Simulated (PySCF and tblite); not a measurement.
Results of a calculation; reference values are marked as such.
C4H10GeS, numbered as in [GeH3:1][C@@H:2]1[CH2:3][CH2:4][CH2:5][S:6]1.

First level. Geometries GFN2-xTB; weights from B3LYP-D3(BJ)/def2-SVP (IEF-PCM, dichloromethane) energies and GFN2-xTB thermal corrections, with symmetry numbers and mirror pairs. Conformers within 2.5 kcal/mol (GFN2-xTB free energy) were kept, 6 at most. GIAO shieldings: B97-2/pcSseg-1 (IEF-PCM, dichloromethane). Shifts are against TMS (¹H), TMS (¹³C) at the same level; of two unlike H on one atom, a is the less shielded. Codes: tblite and PySCF.

It gives, at 298.15 K, with 2 conformers (largest weight 71 %): ¹H: 3.48 (H1, 3H), 3.02 (H5a, 1H), 3.00 (H5b, 1H), 3.00 (H2, 1H), 2.35 (H3a, 1H), 2.23 (H4a, 1H), 1.84 (H4b, 1H), 1.73 (H3b, 1H) ppm. ¹³C: 39.5 (C3), 38.9 (C5), 35.8 (C4), 35.4 (C2) ppm.

Second level: GFN2-xTB geometries, energies B3LYP-D3(BJ)/pcSseg-1 (IEF-PCM, dichloromethane), shieldings B3LYP/pcSseg-1 (IEF-PCM, dichloromethane), on up to 6 of the same conformers.

How do the averaged shifts change?


```tsv
signal	first	second	change (ppm)
H1	3.48	3.47	-0.01
H2	3.00	3.04	0.04
H3a	2.35	2.37	0.02
H3b	1.73	1.70	-0.03
H4a	2.23	2.24	0.02
H4b	1.84	1.82	-0.02
H5a	3.02	3.02	0.00
H5b	3.00	3.02	0.01
C2	35.4	37.8	2.4
C3	39.5	41.2	1.7
C4	35.8	37.1	1.3
C5	38.9	40.2	1.3
```

The largest weight becomes 74 %.

Spin–orbit effects of the heavy atoms on shieldings are missing. Shifts are unscaled: against experiment ¹³C can be off by 15 ppm or more and ¹H by 0.8 ppm.
